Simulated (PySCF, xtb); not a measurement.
2-hydroxy-1,3,2-dioxaborolane (C₂H₅BO₃), SMILES OB1OCCO1.

xtb with GFN2-xTB at its own geometry gives an orbital gap of 7.84 eV and a dipole moment of 2.30 D.

Geometry optimised at PBE0-D3(BJ)/def2-SVP. A frequency run showed that this geometry is not a minimum. The values are those of a single conformer.

### Question
What does PySCF with PBE/def2-TZVP give? (The exact figures need the calculation; the answer reports its results.)

### Answer
gap 6.22 eV (levels -6.42 and -0.19 eV), dipole 2.22 D.
